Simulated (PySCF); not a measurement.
# Ionisation energy of Cd³²⁺ by level of theory

Cd³²⁺ [Ne] 3s2 3p4 (3P) → Cd³³⁺ [Ne] 3s2 3p3 (4S), as a difference of total energies. All numbers are calculated (PySCF 2.14, no relativity, point nucleus, in an uncontracted even-tempered set (16 s from 4.4 bohr⁻², ratio 2.5; 11 p from 5.7 bohr⁻², ratio 2.5; 5 d from 27 bohr⁻², ratio 2.7; 4 f from 41 bohr⁻², ratio 2.7)). Correlated levels: outer shells: 1s2 frozen; virtual orbitals above 40 to 60 times the deepest correlated orbital energy dropped. The calculations carry no spin-orbit coupling.

```json
{"method": "UHF", "ionisation energy (eV)": "1980.1"}
{"method": "MP2 (outer shells)", "ionisation energy (eV)": "1981.1"}
{"method": "SCS-MP2 (outer shells)", "ionisation energy (eV)": "1981.0"}
{"method": "CCSD (outer shells)", "ionisation energy (eV)": "1981.0"}
{"method": "CCSD(T) (outer shells)", "ionisation energy (eV)": "1981.0"}
```

Spin-orbit coupling is strong in these open shells (close to jj coupling). The scalar numbers leave it out and a first-order estimate fails, so it can dominate the gap to the real levels.

The gap to the reference is mostly relativistic.

For comparison: 1998 ± 3 eV (semi-empirical (NIST evaluation); NIST Atomic Spectra Database, ionization energies).
